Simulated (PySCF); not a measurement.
SMILES B(O)([SiH2][SiH2][Si](Cl)(Cl)Cl)O (H6BCl3O2Si3), GFN2-xTB optimised geometry.

```
15

O      1.81    -2.70    -1.16
B      1.14    -2.51     0.00
O      1.75    -2.22     1.18
Si    -0.82    -2.51     0.00
Si    -1.60    -0.30     0.00
Si     0.05     1.20     0.71
Cl     1.81     0.83    -0.29
Cl    -0.27     3.19     0.43
Cl     0.51     0.98     2.68
H      2.76    -2.60    -1.17
H      2.70    -2.12     1.20
H     -1.43    -3.16     1.17
H     -1.46    -3.19    -1.14
H     -2.03     0.21    -1.31
H     -2.76    -0.02     0.86
```

Density from CAM-B3LYP/def2-TZVP (PySCF) at that geometry.

Minimum of the electron density along straight lines between bonded atoms, close to the bond critical point (lines longer than 1.1 times the sum of covalent radii, or with two minima, are not listed):

| bond | length / Å | ρ at the minimum / e bohr⁻³ | ∇²ρ there / e bohr⁻⁵ | position (fraction from the first atom) |
|---|---|---|---|---|
| O1–B2 | 1.350 | 0.214 | 0.97 | 0.67 |
| B2–O3 | 1.352 | 0.213 | 0.99 | 0.33 |
| B2–Si4 | 1.965 | 0.122 | [?] | 0.61 |
| Si4–Si5 | 2.346 | 0.091 | [?] | 0.38 |
| Si5–Si6 | 2.336 | 0.094 | [?] | 0.36 |
| Si6–Cl7 | 2.055 | 0.101 | 0.21 | 0.36 |
| Si6–Cl8 | 2.033 | 0.106 | 0.22 | 0.37 |
| Si6–Cl9 | 2.037 | 0.105 | 0.22 | 0.37 |
| O1–H10 | 0.960 | 0.357 | -2.45 | 0.81 |
| O3–H11 | 0.960 | 0.357 | -2.45 | 0.81 |
| Si4–H12 | 1.476 | 0.121 | 0.18 | 0.49 |
| Si4–H13 | 1.474 | 0.122 | 0.17 | 0.49 |
| Si5–H14 | 1.473 | 0.122 | 0.17 | 0.49 |
| Si5–H15 | 1.472 | 0.122 | 0.17 | 0.49 |

Task: Some entries are withheld; supply them.

Result: 
- B2–Si4, ∇²ρ there / e bohr⁻⁵: -0.03
- Si4–Si5, ∇²ρ there / e bohr⁻⁵: -0.15
- Si5–Si6, ∇²ρ there / e bohr⁻⁵: -0.12
